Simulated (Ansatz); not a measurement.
Start from `[CH3][GeH]([SiH3])[Cl]` and change one atom or group to get `[CH3][GeH]([OH])[Cl]`.

Ansatz, PBE0-D4/def2-TZVP geometries, multiplicity 1. Each molecule was computed in one conformer, which needn't be the lowest.

Scalar relativity is left out up to krypton.

```csv
property,`[CH3][GeH]([SiH3])[Cl]`
HOMO energy (B3LYP/def2-TZVPP) / eV,-7.69
HOMO energy (PBE/def2-TZVPP) / eV,-6.73
HOMO–LUMO gap (ωB97M-V/def2-TZVPP) / eV,11.44
LUMO energy (PBE0/def2-TZVPP) / eV,-0.38
HOMO–LUMO gap (PBE/def2-TZVPP) / eV,5.49
LUMO energy (B3LYP/def2-TZVPP) / eV,-0.58
```

Task: Give the same properties after the change, and the shifts. (Best estimate.)

Result: The calculation gave: 
| property | `[CH3][GeH]([OH])[Cl]` | shift |
| --- | --- | --- |
| HOMO energy (B3LYP/def2-TZVPP) / eV | -8.28 | -0.59 |
| HOMO energy (PBE/def2-TZVPP) / eV | -7.08 | -0.35 |
| HOMO–LUMO gap (ωB97M-V/def2-TZVPP) / eV | 12.84 | 1.40 |
| LUMO energy (PBE0/def2-TZVPP) / eV | 0.40 | 0.78 |
| HOMO–LUMO gap (PBE/def2-TZVPP) / eV | 6.48 | 0.99 |
| LUMO energy (B3LYP/def2-TZVPP) / eV | 0.04 | 0.62 |

With PBE0 the HOMO falls by 0.60 eV and the LUMO rises by 0.78 eV, so the gap widens by about 1.38 eV. PBE moves the HOMO by -0.35 eV and ωB97M-V by -0.80 eV. The zero-point energy changes by -29.0 kJ/mol with -6 modes.

B3LYP here is the variant with VWN-RPA as its local correlation; programs differ in this.
